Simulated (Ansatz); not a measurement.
Computed with Ansatz on PBE0-D4/def2-TZVP structures; ΔE is electronic, products minus reactants. CCSD(T)/CBS is the MP2 limit (def2-TZVPP, def2-QZVPP) plus CCSD(T) − MP2 in def2-TZVPP, frozen cores. This one scheme is used for every species, atoms too. DFT in def2-TZVPP. B3LYP here is the variant with VWN-RPA as its local correlation; programs differ in this. HSE06 is defined as in plane-wave codes. Open shells (•) are unrestricted, without spin–orbit coupling. Each species was taken in one conformer, which may not be the lowest.

Reaction (homolysis of the H–Si bond): `F[SiH2]O[SiH3]` → H• + `F[SiH2]O[SiH2]`•

`F[SiH2]O[SiH3]`:

Z-matrix (Å, degrees):
```
Si
O 1 1.616
F 1 1.594 2 109.6
H 1 1.480 2 110.5 3 117.7
H 1 1.476 2 108.7 3 -117.5
Si 2 1.641 1 148.9 3 -67.9
H 6 1.483 2 109.6 1 90.2
H 6 1.486 2 109.9 1 -30.3
H 6 1.482 2 108.1 1 -150.1
```

`F[SiH2]O[SiH2]`•:

```xyz
8

F    -1.577   -0.509    1.630
Si   -1.307   -0.201    0.090
O     0.268   -0.401   -0.233
Si    1.829   -0.005    0.095
H    -2.078   -1.174   -0.709
H    -1.707    1.202   -0.153
H     2.645   -0.368   -1.097
H     1.928    1.457    0.376
```

```
         level  ΔE (kJ/mol)
    r2SCAN0-D4        393.1
      HSE06-D4        388.9
      BHLYP-D4        405.9
       ωB97M-V        412.6
        r2SCAN        390.3
         B3LYP        401.8
       LC-ωPBE        391.5
CCSD/CBS(def2)        414.7
```

Problem. What does CCSD(T)/CBS give? (Estimate.)

Solution. Computed: +414.7 kJ/mol. The listed levels differ from it by -21.6, -25.8, -8.8, -2.1, -24.4, -12.9, -23.2, 0.0 kJ/mol.

Problem. What do rigid-rotor, harmonic-oscillator terms from PBE0-D4/def2-TZVP frequencies (298.15 K, 1 bar) make of the CCSD(T)/CBS value? (An estimate is asked.)

Solution. Ansatz gave: ΔZPE = -25.6 kJ/mol, ΔH = +395.0 kJ/mol, ΔS = 118 J/(mol·K), ΔG = +359.8 kJ/mol. Open shells count their whole term as degenerate. Modes under 50 cm⁻¹ make the entropy rough.

Largest T1 diagnostic among the species: 0.013.

From BLYP to BHLYP (50 % exact exchange), in def2-TZVPP and without D4, ΔE moves by +14.2 kJ/mol. At CCSD(T), def2-SVP lies −19.8 kJ/mol from the extrapolated value and def2-TZVPP −7.7 kJ/mol: correlation converges slowly with the basis, and small sets miss more of it in the bonded molecule than in its fragments.
